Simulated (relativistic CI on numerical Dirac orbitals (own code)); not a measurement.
# Line list: Electric-dipole lines, Sn³⁺

Calculated at this level of theory: Dirac-Coulomb-Breit CI, separate exchange-only KLI orbitals for each configuration, model QED (radiative potential, 1s self-energy scaled to tabulated hydrogen-like ionisation energies), valence Slater integrals scaled by 0.85, configuration energies shifted to the measured levels that pair with them (semi-empirical) (own radial code, finite nucleus).

Configurations in the expansion (outside the closed core [Kr]): 4d¹⁰5s, 4d¹⁰5p, 4d¹⁰5d, 4d⁹5s², 4d¹⁰6s, 4d¹⁰6p, 4d¹⁰4f, 4d¹⁰6d, 4d¹⁰7s, 4d¹⁰5g, 4d¹⁰5f, 4d⁹5s4f, 4d¹⁰7p, 4d⁸5s5p², 4d⁹5s5p, 4d⁹5p², 4d¹⁰7d, 4d¹⁰6f, 4d⁹5p5d, 4d⁸5s²5p, 4d⁸5s5d², 4d⁹5s6p, 4d⁹5s5d, 4d⁹4f5p, 4d⁹5s6s. Levels of other configurations are missing.

| λ vac (nm) | Lower | Upper | A (s⁻¹) | E lower (cm⁻¹) | E upper (cm⁻¹) |
| --- | --- | --- | --- | --- | --- |
| 50.524 | 4d¹⁰5s ²S1/2 [1] | 4d¹⁰6p ²P°1/2 [9] | 1.60e+08 | 0.0 | 197926.4 |
| 59.596 | 4d¹⁰5p ²P°1/2 [2] | 4d¹⁰7s ²S1/2 [25] | 5.87e+08 | 69820.5 | 237615.7 |
| 60.610 | 4d¹⁰5p ²P°1/2 [2] | 4d¹⁰6d ²D3/2 [20] | 5.57e+08 | 69820.5 | 234808.9 |
| 61.805 | 4d¹⁰5p ²P°3/2 [3] | 4d¹⁰7s ²S1/2 [25] | 1.12e+09 | 75815.7 | 237615.7 |
| 93.225 | 4d¹⁰5p ²P°1/2 [2] | 4d⁹5s² ²D3/2 [8] | 1.17e+07 | 69820.5 | 177088.2 |
| 95.860 | 4d¹⁰5p ²P°1/2 [2] | 4d¹⁰6s ²S1/2 [7] | 1.21e+09 | 69820.5 | 174138.8 |
| 98.743 | 4d¹⁰5p ²P°3/2 [3] | 4d⁹5s² ²D3/2 [8] | 2.53e+06 | 75815.7 | 177088.2 |
| 101.71 | 4d¹⁰5p ²P°3/2 [3] | 4d¹⁰6s ²S1/2 [7] | 2.42e+09 | 75815.7 | 174138.8 |
| 104.82 | 4d¹⁰5p ²P°1/2 [2] | 4d¹⁰5d ²D3/2 [4] | 3.44e+09 | 69820.5 | 165220.8 |
| 107.04 | 4d¹⁰5p ²P°3/2 [3] | 4d⁹5s² ²D5/2 [6] | 4.58e+08 | 75815.7 | 169236.9 |
| 111.51 | 4d¹⁰5p ²P°3/2 [3] | 4d¹⁰5d ²D5/2 [5] | 3.27e+09 | 75815.7 | 165491.2 |
| 111.85 | 4d¹⁰5p ²P°3/2 [3] | 4d¹⁰5d ²D3/2 [4] | 6.08e+08 | 75815.7 | 165220.8 |
| 131.90 | 4d¹⁰5s ²S1/2 [1] | 4d¹⁰5p ²P°3/2 [3] | 1.26e+09 | 0.0 | 75815.7 |
| 143.22 | 4d¹⁰5s ²S1/2 [1] | 4d¹⁰5p ²P°1/2 [2] | 9.79e+08 | 0.0 | 69820.5 |
| 208.15 | 4d¹⁰4f ²F°7/2 [11] | 4d¹⁰5g ²G7/2 [38] | 5.13e+07 | 210239.5 | 258282.9 |
| 208.15 | 4d¹⁰4f ²F°7/2 [11] | 4d¹⁰5g ²G9/2 [37] | 1.44e+09 | 210239.5 | 258282.2 |
| 208.57 | 4d¹⁰4f ²F°5/2 [12] | 4d¹⁰5g ²G7/2 [38] | 1.38e+09 | 210336.3 | 258282.9 |
| 221.65 | 4d¹⁰5d ²D3/2 [4] | 4d¹⁰4f ²F°5/2 [12] | 8.90e+08 | 165220.8 | 210336.3 |
| 222.99 | 4d¹⁰5d ²D5/2 [5] | 4d¹⁰4f ²F°5/2 [12] | 5.53e+07 | 165491.2 | 210336.3 |
| 223.47 | 4d¹⁰5d ²D5/2 [5] | 4d¹⁰4f ²F°7/2 [11] | 8.23e+08 | 165491.2 | 210239.5 |
| 243.31 | 4d⁹5s² ²D5/2 [6] | 4d¹⁰4f ²F°5/2 [12] | 6.33e+06 | 169236.9 | 210336.3 |
| 243.89 | 4d⁹5s² ²D5/2 [6] | 4d¹⁰4f ²F°7/2 [11] | 9.66e+07 | 169236.9 | 210239.5 |
| 251.96 | 4d¹⁰6p ²P°1/2 [9] | 4d¹⁰7s ²S1/2 [25] | 2.83e+08 | 197926.4 | 237615.7 |
| 265.53 | 4d¹⁰6p ²P°3/2 [10] | 4d¹⁰7s ²S1/2 [25] | 5.69e+08 | 199955.2 | 237615.7 |
| 271.13 | 4d¹⁰6p ²P°1/2 [9] | 4d¹⁰6d ²D3/2 [20] | 6.43e+08 | 197926.4 | 234808.9 |
| 284.42 | 4d¹⁰6p ²P°3/2 [10] | 4d¹⁰6d ²D5/2 [21] | 7.16e+08 | 199955.2 | 235114.5 |
| 286.91 | 4d¹⁰6p ²P°3/2 [10] | 4d¹⁰6d ²D3/2 [20] | 1.18e+08 | 199955.2 | 234808.9 |
| 287.90 | 4d¹⁰5d ²D3/2 [4] | 4d¹⁰6p ²P°3/2 [10] | 3.47e+07 | 165220.8 | 199955.2 |
| 290.16 | 4d¹⁰5d ²D5/2 [5] | 4d¹⁰6p ²P°3/2 [10] | 2.61e+08 | 165491.2 | 199955.2 |
| 305.76 | 4d¹⁰5d ²D3/2 [4] | 4d¹⁰6p ²P°1/2 [9] | 3.19e+08 | 165220.8 | 197926.4 |
| 325.54 | 4d⁹5s² ²D5/2 [6] | 4d¹⁰6p ²P°3/2 [10] | 4.42e+07 | 169236.9 | 199955.2 |
| 387.35 | 4d¹⁰6s ²S1/2 [7] | 4d¹⁰6p ²P°3/2 [10] | 2.27e+08 | 174138.8 | 199955.2 |
| 402.01 | 4d¹⁰4f ²F°7/2 [11] | 4d¹⁰6d ²D5/2 [21] | 8.28e+07 | 210239.5 | 235114.5 |
| 408.62 | 4d¹⁰4f ²F°5/2 [12] | 4d¹⁰6d ²D3/2 [20] | 8.60e+07 | 210336.3 | 234808.9 |
| 420.39 | 4d¹⁰6s ²S1/2 [7] | 4d¹⁰6p ²P°1/2 [9] | 1.81e+08 | 174138.8 | 197926.4 |

Terms are leading LS components. Brackets give the number of a level in order of energy, since labels repeat. The list gives strong lines, with weight on those to low levels, without configurations that were not tied to measured data, without lines whose two gauges differ by over a factor of 2.5, among the lowest 68 of 1180 levels, so that lines to higher ones, which can be the strongest, are missing, and without lines across small gaps between configurations, and without 3 lines that miss the measured interval by over 3.5 %, start from a term whose rates miss tabulated ones by over 60 %, have gauges far apart or, lacking measured levels, span too small a gap for the errors found; lines with a level outside our table were not tested and can miss by more. Levels whose partners in the same complex of configurations lie outside the list can be far off, and so can their lines. Rates are taken at the computed energies, electric ones in the length gauge.

Configurations whose levels could be paired with our table of measured levels were shifted onto them, all but the ground configuration, by the median error of their levels; single terms can still be off by 1,000 to 2,000 cm⁻¹ or more, and rates follow the energies as ν³ (E1, M1) or ν⁵ (E2). The others borrow a shift and can be off by several thousand cm⁻¹ or more. The fine structure of a lone outer electron comes out too small, for d and f at times inverted, and misplaced configurations move strength between like terms. 15 of the 15 excited levels that our extract of the measured tables holds in this range could be paired (the sources list more); they are missed by 60 cm⁻¹ on average and 257 at most, after the shifts were fitted to these levels, and levels without a partner can miss by more.

(1) From the table, what is the radiative lifetime of 4d¹⁰7s ²S1/2?

Answers

(1) The listed rates from this level add up to about 2.56e+09 s⁻¹, 100 % of its decay; with all channels τ = 3.91e-10 s.

LS names give the leading component of a level, which can be under half, so a name can repeat, a term be missing and a line seem to break the LS rules.
